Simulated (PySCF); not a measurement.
B²⁺: ionisation energy

B²⁺ [He] 2s1 (2S) → B³⁺ 1s2 (1S), as a difference of total energies. All numbers are calculated (PySCF 2.14, scalar relativity by spin-free X2C-1e, in jorge-DZP-DKH (4s2p1d, 15 functions)). The calculations carry no spin-orbit coupling.

```
method  ionisation energy (eV)
   UHF                  37.805
 B3LYP                  38.456
  BP86                  38.079
```

For comparison: 37.931 eV (measured; NIST Atomic Spectra Database, ionization energies).
